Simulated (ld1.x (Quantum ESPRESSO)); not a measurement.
**PW91 PAW dataset for chlorine (Cl), fully relativistic all-electron reference.**

ld1.x (Quantum ESPRESSO) 7.5 input, shortened:

```
&input
   title='Cl', zed=17., rel=2, dft='PW91', iswitch=3,
   config='[Ne] 3s1.75 3p5.25', rel_dist='average'
 /
 &inputp
   pseudotype=3, lpaw=.true., tm=.true., lloc=-1, rcloc=1.40,
   nlcc=.false.,
   which_augfun='PSQ', rmatch_augfun_nc=.true.
 /
4
3S  1  0   1.75   0.00  1.15  1.25  0.0
3S  1  0   0.00  -1.10  1.15  1.25  0.0
3P  2  1   5.25   0.00  1.10  1.40  0.0
3P  2  1   0.00   4.70  1.10  1.40  0.0
 &test
   configts(1)='3s1.75 3p5.25'
 /
```

Open shells are filled in proportion to 2j + 1 (rel_dist='average').

Question: Does the generator finish with these settings?

Answer: Yes, a potential is produced and its reference levels are reproduced.

Question: Tests: 3s2 3p5; 3s2 3p4; 3s2 3p3; 3s2 3p2; 3s2 3p1; 3s2 3p5.3; 3s2 3p4.5. Which has the largest error in its energy relative to the reference configuration, and how large is it?

Answer: 3s2 3p1, with -64 meV (all-electron minus pseudo) on +127.14 eV.

The ghost test of this file was not conclusive.
